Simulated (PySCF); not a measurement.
A GIAO shielding run with PySCF 2.14.0 with density-fitted response routines (density fitting, non-relativistic, gas phase) on `InChI=1S/C6H11NS2/c1-7-5-6-8-3-2-4-9-6/h5-6H,2-4H2,1H3/b7-5-`:

```
$ OMP_NUM_THREADS=1 python probes_run.py task.json out

{"job": {"kind": "nmr", "xc": "PBE0", "basis": "pcSseg-1"}, "charge": 0, "multiplicity": 1}
C      3.164619    -0.353899    -0.691616
N      2.279431     0.760826    -0.811661
C      1.208397     0.885928    -0.175883
C      0.604322    -0.041535     0.840557
S     -0.001386    -1.597897     0.079324
C     -1.355822    -0.917032    -0.931253
C     -2.433179    -0.270267    -0.073682
C     -1.966937     1.025096     0.571363
S     -0.683532     0.761883     1.842853
H      2.812502    -1.172226    -0.057640
H      4.112872     0.025776    -0.308090
H      3.346172    -0.730278    -1.699178
H      0.644963     1.791852    -0.377393
H      1.354563    -0.370130     1.563264
H     -0.927744    -0.212561    -1.646631
H     -1.753899    -1.777019    -1.468634
H     -2.747339    -0.972684     0.702062
H     -3.297291    -0.048678    -0.706700
H     -2.782348     1.502770     1.113008
H     -1.583514     1.720753    -0.176804
```

Hardware: 1 thread of an AMD EPYC, shared host. The job also computes population analyses, field gradients, ring-centre shieldings.

Q: How large is the calculation?

A: 86 electrons, 222 basis functions and 1190 auxiliary functions.

Q: How long does it take, and how much memory does it need?

A: 100 s of wall time, with 14 SCF cycles and 5 response iterations; peak memory 1 GiB. Times on a shared host scatter by some tens of per cent.
